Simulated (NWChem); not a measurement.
All runs are NWChem calculations. System: Cl3Sb, charge 0, spin multiplicity 1, at a geometry optimised with B3LYP/def2-SVP with def2 effective core potentials on Sb. The structure started from a generated list of species. Level: MP2/def2-TZVP with def2 effective core potentials on Sb, 19 core orbitals frozen.

Part of the output:

```
             Northwest Computational Chemistry Package (NWChem) 7.3.0
             --------------------------------------------------------

                                NWChem Input Module
                                -------------------

 Scaling coordinates for geometry "geometry" by  1.889725989
 (inverse scale =  0.529177249)

 Turning off AUTOSYM since
 SYMMETRY directive was detected!

                             Geometry "geometry" -> ""
                             -------------------------

 Output coordinates in angstroms (scale by  1.889725989 to convert to a.u.)

  No.       Tag          Charge          X              Y              Z
 ---- ---------------- ---------- -------------- -------------- --------------
    1 Sb                  51.0000     0.00211100     0.57501300     0.00000000
    2 Cl                  17.0000    -1.04843000    -0.57117000     1.81229600
    3 Cl                  17.0000    -1.04843000    -0.57117000    -1.81229600
    4 Cl                  17.0000     2.09052600    -0.58269900     0.00000000

 Effective nuclear repulsion energy (a.u.)     702.9952310508

            Nuclear Dipole moment (a.u.)
            ----------------------------
        X                 Y               Z
 ---------------- ---------------- ----------------
    -0.0000321253     0.0000000000     0.0000000000

      Symmetry information
      --------------------

 Group name             Cs
 Group number              2
 Group order               2
 No. of unique centers     3

      Symmetry unique atoms

     1    2    4


 Summary of "ao basis" -> "" (spherical)
 ------------------------------------------------------------------------------
       Tag                 Description            Shells   Functions and Types
 ---------------- ------------------------------  ------  ---------------------
 *                         def2-tzvp                  on all atoms

 Summary of "ao basis" -> "ao basis" (spherical)
 ------------------------------------------------------------------------------
       Tag                 Description            Shells   Functions and Types
 ---------------- ------------------------------  ------  ---------------------
 Sb                        def2-tzvp                16       50   6s5p3d2f
 Cl                        def2-tzvp                13       37   5s5p2d1f

                                 NWChem SCF Module
                                 -----------------
[...]
    1 Sb  23    21.87   0.16 -0.66  1.57  0.93  1.19  0.57 -0.46  6.42  0.68  1.00  0.10  9.07  0.97  0.25  0.08  0.00
    2 Cl  17    17.38   2.01  0.45  1.52  1.09  0.90  4.18  1.69  1.05  2.88  1.57  0.00  0.03  0.00
    3 Cl  17    17.38   2.01  0.45  1.52  1.09  0.90  4.18  1.69  1.05  2.88  1.57  0.00  0.03  0.00
    4 Cl  17    17.38   2.01  0.45  1.52  1.09  0.90  4.18  1.69  1.05  2.88  1.57  0.00  0.03  0.00

       Multipole analysis of the density wrt the origin
       ------------------------------------------------

     L   x y z        total         open         nuclear
     -   - - -        -----         ----         -------
     0   0 0 0     -0.000000      0.000000     74.000000

     1   1 0 0      0.004463      0.000000     -0.111730
     1   0 1 0      1.214025      0.000000    -30.425276
     1   0 0 1      0.000000      0.000000      0.000000

     2   2 0 0    -50.093555      0.000000    398.774219
     2   1 1 0      0.013966      0.000000     -1.143838
     2   1 0 1      0.000000      0.000000      0.000000
     2   0 2 0    -46.289360      0.000000     87.379882
     2   0 1 1     -0.000000      0.000000      0.000000
     2   0 0 2    -50.093656      0.000000    398.781362

                   NWChem MP2 Semi-direct Energy/Gradient Module
                   ---------------------------------------------

  Basis functions       =    161
  Molecular orbitals    =    161
  Frozen core           =     19
  Frozen virtuals       =      0
  Active alpha occupied =     18
  Active beta occupied  =     18
  Active alpha virtual  =    124
  Active beta virtual   =    124
  Use MO symmetry       = T
  Use skeleton AO sym   = T

  AO/Fock/Back tols     =   1.0D-09  1.0D-09  1.0D-09

 GA uses MA = F    GA memory limited = T

 Available:
  local mem=  1.26D+08
 global mem=  1.44D+08
 local disk=  0.00D+00
  mp2_memr nvloc                   124
  nvloc new                   124
   1 passes of  18:        5242880                     164434                  90859516.
   1 passes of  18: M    126136419           G      144127358           F     120893539.

 Semi-direct pass number   1 of   1  for RHF alpha+beta  at       15.7s
  vrange nnbf                 11967
  mp2_eaftype                   346  avail_ma_in_mb                  1099
 EAF : mp2_eaftype filesize         346   45429758.
  mp2_eaf for mointskh                    346
Node 0 wrote    213.7 Mb in      0.1 s     Agg I/O rate:  2659.8 Mb/s
 Done moints_semi at       40.9s
  mp2_eaftype                   346  avail_ma_in_mb                   753
 EAF : mp2_eaftype filesize         346   45429758.
  mp2_eaf for kh                   346
 Done maket at       42.1s
 Done multipass loop at       42.1s

          -------------------------------------------
          SCF energy               -1617.919788247440
          Correlation energy          -0.891791920656
          Singlet pairs               -0.500910534695
          Triplet pairs               -0.390881385960
          Total MP2 energy         -1618.811580168095
          -------------------------------------------

          ---------------------------------------------------
                    Spin Component Scaled (SCS) MP2
          Same spin pairs                     -0.260587590640
          Same spin scaling factor             0.333333333333
          Opposite spin pairs                 -0.631204330016
          Opposite spin scaling fact.          1.200000000000
          SCS-MP2 correlation energy          -0.844307726232
          Total SCS-MP2 energy             -1618.764095973672
          ---------------------------------------------------

 -----------------------
 Performance information
 -----------------------

 Timer overhead =  2.35D-07 seconds/call

               Nr. of calls         CPU time (s)                 Wall time (s)                GFlops
             ---------------    -------------------     ------------------------------   -------------------
Name         Min   Avg   Max    Min     Avg     Max     Min     Avg     Max   Mx/calls   Min     Max     Sum
mp2: moin     1     1     1    25.     25.     25.      25.     25.     25.     25.      0.0     0.0     0.0
mp2: make     1     1     1    1.3     1.3     1.3      1.3     1.3     1.3     1.3      0.0     0.0     0.0
mp2: tota     1     1     1    27.     27.     27.      27.     27.     27.     27.      0.0     0.0     0.0

 The average no. of pstat calls per process was 3.00D+00
 with a timing overhead of 7.05D-07s

 Task  times  cpu:       42.1s     wall:       42.1s

 Total times  cpu:       42.2s     wall:       42.2s
```

**Question.** Write an NWChem input that would produce this output.

**Answer.** One answer among several that fit: 
```
start mol
memory heap 200 mb stack 900 mb global 1100 mb
geometry units angstroms nocenter noautoz
  Sb     0.002111     0.575013     0.000000
  Cl    -1.048430    -0.571170     1.812296
  Cl    -1.048430    -0.571170    -1.812296
  Cl     2.090526    -0.582699     0.000000
  symmetry group Cs
end
basis spherical
  * library def2-tzvp
end
ecp
  Sb library def2-ecp
end
scf
  rhf
  nopen 0
  maxiter 100
  thresh 1e-7
  semidirect memsize 60000000 filesize 0
end
mp2
  freeze core 19
end
task mp2 energy
```
